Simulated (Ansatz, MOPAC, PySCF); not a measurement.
Pair of molecules: H2O (SMILES O) (first 3 atoms) with C2H3N (SMILES CC#N); geometry from B3LYP-D3(BJ)/def2-TZVP, rigid monomers moved along the line of their centres of mass till H2···N6 is 2.37 Å.
(charge 0, multiplicity 1):
```
atom    x (Å)    y (Å)    z (Å)
----  -------  -------  -------
O     -0.1208   0.1615  -0.8812
H      0.0224   0.1125   0.0755
H     -1.0409   0.4239  -0.9777
C      0.8783  -0.1661   4.9407
C      0.5082  -0.0514   3.5404
N      0.2182   0.0385   2.4336
H      1.2873  -1.1571   5.1383
H      1.6305   0.5825   5.1902
H      0.0036  -0.0124   5.5728
```

Counterpoise-corrected where a basis set is named; no monomer relaxation. Rows marked so take none.

Rows in 6-31G*, STO-3G carry no dispersion term and start afresh at each structure (6-31G* with six Cartesian d functions). The state that AM1 reach isn't checked.

Run with Ansatz (a quantum-chemistry and plane-wave program) with Gaussian orbitals; MOPAC for AM1 (differences of heats of formation); PySCF for 6-31G* rows, STO-3G rows. 

Question: One of these levels gives -15.0 kJ/mol for the interaction energy. Which one is it?
A. AM1
B. HF/aug-cc-pVDZ
C. HF/6-31G* (no counterpoise)
D. HF/STO-3G (no counterpoise)

Answer: B, HF/aug-cc-pVDZ. The others give -3.5 (AM1), -12.4 (HF/STO-3G (no counterpoise)), -17.9 (HF/6-31G* (no counterpoise))
